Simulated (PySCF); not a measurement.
All values below come from PBE-D3(BJ)/def2-TZVP // PBE0-D3(BJ)/def2-TZVP in PySCF. Gas-phase values, no solvent. Excitations are Tamm–Dancoff values on a coarser integration grid. The basis has no diffuse functions, so Rydberg states are missing or too high.

Reference species (SMILES): `[SiH3][Ga]([SiH3])[SiH3]` (neutral, multiplicity 1).

```yaml
HOMO–LUMO gap: 2.90 eV
S1 excitation (TDA): 3.12 eV
S1 oscillator strength: 0.000
T1 excitation (TDA): 2.62 eV
```

Changed species: `[SiH3][GaH2]` (2 of 3 SiH3 replaced by H; the reference has 0 of 3 SiH3 replaced by H).

Problem. Give the shifts of the HOMO–LUMO gap, S1 excitation (TDA), S1 oscillator strength and T1 excitation (TDA).

Solution. the HOMO–LUMO gap rises by 0.73 eV, to 3.63 eV; the S1 excitation (TDA) increases by 0.78 eV, to 3.90 eV; the S1 oscillator strength stays essentially unchanged; the T1 excitation (TDA) goes up by 0.67 eV, to 3.29 eV.
